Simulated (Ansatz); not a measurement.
Geometry optimisation, Ansatz, RKS LDA/STO-3G.

The input (input.yaml):

```yaml
crystal:
  periodic: [false, false, false]
  atoms:
    - { symbol: "N", position_ang: [-0.4309, 0.4468, -1.8689] }
    - { symbol: C, position_ang: [-0.1537, 0.0771, -0.7133] }
    - { symbol: Si, position_ang: [0.8819, -1.0937, -0.0915] }
    - { symbol: C, position_ang: [-0.6005, 0.5709, 0.4929] }
    - { symbol: Cl, position_ang: [0.335, 1.6697, 1.482] }
    - { symbol: H, position_ang: [-1.1727, 1.2648, -1.8125] }
    - { symbol: H, position_ang: [2.1244, -0.6471, 0.713] }
    - { symbol: H, position_ang: [0.3349, -2.257, 0.5849] }
    - { symbol: H, position_ang: [-1.2299, -0.0777, 1.1962] }
basis:
  gaussian: { orbitals: STO-3G }
hamiltonian:
  xc: lda
relax:
  f_tol: 0.02
  max_steps: 40
output:
  orbitals: {}
```

Launched with:

```bash
$ ansatz run input.yaml --threads 1 --pin off --max-ram 2048MiB --backend cpu --events-out ev --progress --plain --runs-dir out
```

Task: Where does it end, and by what steps?

Result: It converged. Limits of this set-up: minimal basis. After 12 steps the energy has fallen by 3.001 eV; C4 moved furthest, 0.42 Å.

```json
{"step": "0", "energy less start (eV)": "0.0000", "largest force component (eV/Å)": "6.588", "accepted": "yes"}
{"step": "1", "energy less start (eV)": "-1.2989", "largest force component (eV/Å)": "2.351", "accepted": "yes"}
{"step": "2", "energy less start (eV)": "-2.0095", "largest force component (eV/Å)": "1.622", "accepted": "yes"}
{"step": "3", "energy less start (eV)": "-2.5080", "largest force component (eV/Å)": "2.040", "accepted": "yes"}
{"step": "4", "energy less start (eV)": "-2.7917", "largest force component (eV/Å)": "1.187", "accepted": "yes"}
{"step": "5", "energy less start (eV)": "-2.7713", "largest force component (eV/Å)": "2.492", "accepted": "no"}
{"step": "6", "energy less start (eV)": "-2.9389", "largest force component (eV/Å)": "0.830", "accepted": "yes"}
{"step": "7", "energy less start (eV)": "-2.9853", "largest force component (eV/Å)": "0.568", "accepted": "yes"}
{"step": "8", "energy less start (eV)": "-2.9841", "largest force component (eV/Å)": "0.533", "accepted": "no"}
{"step": "9", "energy less start (eV)": "-2.9960", "largest force component (eV/Å)": "0.332", "accepted": "yes"}
{"step": "10", "energy less start (eV)": "-2.9996", "largest force component (eV/Å)": "0.107", "accepted": "yes"}
{"step": "11", "energy less start (eV)": "-2.9964", "largest force component (eV/Å)": "0.155", "accepted": "no"}
{"step": "12", "energy less start (eV)": "-3.0009", "largest force component (eV/Å)": "0.017", "accepted": "yes"}
```

```xyz
9
Properties=species:S:1:pos:R:3
N -0.453 0.527 -1.951
C -0.188 0.049 -0.767
Si 0.824 -1.062 0.276
C -0.380 0.304 0.727
Cl 0.061 1.934 1.417
H -1.069 1.410 -1.802
H 2.247 -0.795 0.364
H 0.409 -2.417 0.589
H -1.364 0.002 1.131
```

Whether the end is a true minimum wasn't checked by a vibrational analysis.

The run took 28 s on 1 thread of Arm Neoverse V1, on a shared host, peak memory 0.12 GiB.
